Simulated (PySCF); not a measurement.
Rigid-rotor lines calculated for a species of formula C8H8OSe (commonest isotopes; PBE0-D3(BJ)/def2-SVP geometry optimisation, gas phase in PySCF), labelled J(Ka,Kc):

```tsv
transition	MHz
2(1,1) ← 1(1,0)	3073.3
1(0,1) ← 0(0,0)	1389.2
1(1,1) ← 0(0,0)	2094.0
2(0,2) ← 1(0,1)	2703.6
2(1,2) ← 1(1,1)	2483.6
```

Find the rotational constants.

1(0,1) ← 0(0,0) is B + C, 2(1,1) ← 1(1,0) is 3B + C and 2(1,2) ← 1(1,1) is B + 3C, so B − C is half the difference of the last two, 294.9 MHz. 1(1,1) ← 0(0,0) is A + C. A = 1546.8, B = 842.1, C = 547.2 MHz.

What moments of inertia, asymmetry and inertial defect follow?

I = 505379 MHz·u·Å² over each constant: Ia = 326.72, Ib = 600.17, Ic = 923.61 u·Å²; κ = (2B − A − C)/(A − C) = -0.410 (asymmetric top); Δ = Ic − Ia − Ib = -3.29 u·Å².

Which dipole components do these lines need?

μa and μb (a-type: ΔKa even, ΔKc odd; b-type: both odd). The calculation gives |μa| = 2.04 D, |μb| = 2.68 D, |μc| = 0.00 D.

Where do these fall, and of which type are they? 2(2,1) ← 1(1,0); 3(3,0) ← 2(2,1); 3(2,1) ← 3(1,2); 3(2,2) ← 3(1,3); 3(1,2) ← 2(2,1); 3(1,2) ← 2(1,1); 2(1,1) ← 2(0,2); 2(2,0) ← 1(1,1); 3(3,1) ← 2(2,0); 3(1,3) ← 2(0,2).

```
     transition   MHz  type  branch
2(1,1) ← 2(0,2)  1369     b       Q
3(2,1) ← 3(1,2)  2074     b       Q
3(1,2) ← 2(2,1)  2441     b       R
3(2,2) ← 3(1,3)  3483     b       Q
3(1,3) ← 2(0,2)  4168     b       R
3(1,2) ← 2(1,1)  4556     a       R
2(2,1) ← 1(1,0)  5188     b       R
2(2,0) ← 1(1,1)  5557     b       R
3(3,1) ← 2(2,0)  8396     b       R
3(3,0) ← 2(2,1)  8483     b       R
```

Which structure gave them?

`C[Se]C1=CC=CC=C1C=O`, point group Cs. Three constants can't fix a structure by themselves; this is the one that was computed:
```
atom  x, y, z in Å
C1     3.952    0.015    0.581
Se2    2.677    1.480    0.480
C3     1.100    0.468    0.183
C4     1.111   -0.932    0.099
C5    -0.063   -1.646   -0.120
C6    -1.289   -0.993   -0.263
C7    -1.316    0.391   -0.182
C8    -0.145    1.129    0.038
C9    -0.252    2.587    0.112
O10    0.683    3.333    0.298
H11    4.923    0.500    0.753
H12    4.004   -0.550   -0.360
H13    3.740   -0.657    1.423
H14    2.044   -1.483    0.204
H15   -0.016   -2.737   -0.180
H16   -2.206   -1.561   -0.435
H17   -2.260    0.934   -0.289
H18   -1.288    2.990   -0.017
```

The values belong to one conformer (point group Cs) with, in the numbering `[CH3:1][Se:2][c:3]1[cH:4][cH:5][cH:6][cH:7][c:8]1[CH:9]=[O:10]`, C1–Se2–C3–C4 0°, C7–C8–C9–O10 180°. Whether it is a minimum is left open (no frequencies). Zero-point vibration and centrifugal distortion are left out. A rigid rotor knows nothing of internal rotation, which can split or shift real lines.
